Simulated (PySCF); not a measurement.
C7H10AlN.
SMILES with atom numbers: `[CH2:1]=[CH:2][c:3]1[cH:4][cH:5][cH:6][n+:7]([AlH3-:8])[cH:9]1` (hydrogens: H10, H11 on C1; H12 on C2; H13 on C4; H14 on C5; H15 on C6; H16, H17, H18 on Al8; H19 on C9)

Geometry (PBE0-D3(BJ)/def2-SVP, Å), atoms numbered from 1 in this order:
```xyz
19
C7H10AlN angstrom
C      3.3450   -1.0539    0.0245
C      2.0298   -1.2622    0.1482
C      0.9691   -0.2613   -0.0011
C      1.1962    1.0908   -0.2963
C      0.1215    1.9621   -0.4193
C     -1.1671    1.4721   -0.2463
N     -1.3936    0.1846    0.0363
Al    -3.3234   -0.4729    0.3017
C     -0.3643   -0.6575    0.1551
H      4.0535   -1.8741    0.1568
H      3.7693   -0.0739   -0.2108
H      1.6783   -2.2723    0.3838
H      2.2145    1.4620   -0.4299
H      0.2749    3.0175   -0.6494
H     -2.0482    2.1132   -0.3341
H     -3.0167   -2.0356    0.5392
H     -3.9788   -0.0384   -1.1013
H     -3.7640    0.4017    1.5775
H     -0.6261   -1.6945    0.3859
```

All values: PBE0/pcSseg-1 and B3LYP/def2-SVPD (PySCF, non-relativistic), on one gas-phase PBE0-D3(BJ)/def2-SVP geometry that isn't relaxed in the solvent. The solvent is an IEF-PCM continuum (cavity from Bondi-type radii × 1.2). Specific hydrogen bonds and non-electrostatic terms are outside this model.

Gas phase at PBE0/pcSseg-1: HOMO -7.07 eV, LUMO -2.46 eV, dipole 7.65 D.

Question: What does the continuum do to the energy, the frontier levels and the dipole at PBE0/pcSseg-1 in dichloromethane and water?

Answer: 
```csv
solvent,ε,E(solvent) − E(gas) (kJ/mol),polarisation term (kJ/mol),distortion of the solute (kJ/mol),HOMO (eV),LUMO (eV),dipole (D)
dichloromethane,8.93,-40.79,-46.10,5.31,-7.31,-2.02,9.09
water,78.36,-47.65,-54.88,7.23,-7.26,-1.97,9.32
```

The polarisation term is half the interaction of the solute with the surface charges that it induces; the rest is the cost of distorting the solute's density. The sum is the electrostatic part of solvation alone. From dichloromethane to water the lowering changes by a factor 1.17, Onsager's factor (ε − 1)/(2ε + 1) by 1.17 and ε itself by 8.8.

Question: Which radius a makes the point-dipole formula ΔE = −[(ε − 1)/(2ε + 1)]·μ²/a³ give the value in water, with the gas-phase dipole?

Answer: μ = 3.008 au and |ΔE| = 0.01815 Eh give a = 3.31 Å; the farthest nucleus lies 4.47 Å from the centroid of the nuclei, so such a sphere wouldn't even hold the nuclei. The formula assumes a rigid point dipole at the centre of a sphere.

Question: Give the dipole vector in the frame of the coordinates (D, pointing from negative to positive charge), gas and water.

Answer: Gas (7.28, 2.14, -0.90), solvent (8.84, 2.73, -1.13). Its length changes by +22 % and its direction by less than 1°.

Question: Which ESP-fitted charges (PBE0/pcSseg-1) respond most in dichloromethane (means over atoms taken as equivalent)?

Answer: 
| atoms | environment | gas (e) | solvent (e) | change |
| --- | --- | --- | --- | --- |
| C6 | aromatic CH next to a ring nitrogen | +0.185 | +0.111 | -0.074 |
| C9 | aromatic CH next to a ring nitrogen | 0.000 | -0.071 | -0.071 |
| N7 | nitrogen bonded to Al and 2 C | -0.231 | -0.170 | +0.061 |
| C5 | aromatic CH carbon | -0.327 | -0.290 | +0.037 |
| Al8 | aluminium bonded to N and 3 H | +0.691 | +0.725 | +0.034 |
| C3 | substituted aromatic carbon | +0.184 | +0.215 | +0.031 |
| H16/H17/H18 | Al–H hydrogen | -0.326 | -0.357 | -0.031 |
| H19 | aromatic hydrogen | +0.133 | +0.162 | +0.029 |

Question: How do the nuclear quadrupole coupling constants eQVzz/h respond in dichloromethane?

Answer: 
```tsv
nucleus	Q (barn)	gas (MHz)	solvent (MHz)	η gas	η solvent
14N at N7	0.02044	-3.45	-3.10	0.18	0.12
27Al at Al8	0.1466	29.20	26.14	0.00	0.02
```

Gas phase at B3LYP/def2-SVPD: HOMO -6.86 eV, LUMO -2.65 eV, dipole 7.55 D.

Question: What does the continuum do to the energy, the frontier levels and the dipole at B3LYP/def2-SVPD in dichloromethane?

Answer: 
```tsv
solvent	ε	E(solvent) − E(gas) (kJ/mol)	polarisation term (kJ/mol)	distortion of the solute (kJ/mol)	HOMO (eV)	LUMO (eV)	dipole (D)
dichloromethane	8.93	-39.91	-45.93	6.02	-7.06	-2.18	9.15
```

The atom shares or the degeneracy of the HOMO differ from the gas phase in dichloromethane, so that column needn't follow one orbital.

Question: How does the static polarisability (B3LYP/def2-SVPD, frozen core, with the continuum's full static response) change?

Answer: 
```tsv
medium	isotropic (au)	principal values (au)	⟨r²⟩ of the electrons (bohr²)
gas	128.9	81.6, 125.0, 180.0	1778.4
dichloromethane	171.0	109.6, 169.9, 233.4	1780.0
```

The isotropic value in dichloromethane is 1.33 times the gas-phase one; no cavity-field correction is applied. ⟨r²⟩ is taken about the centre of nuclear charge.
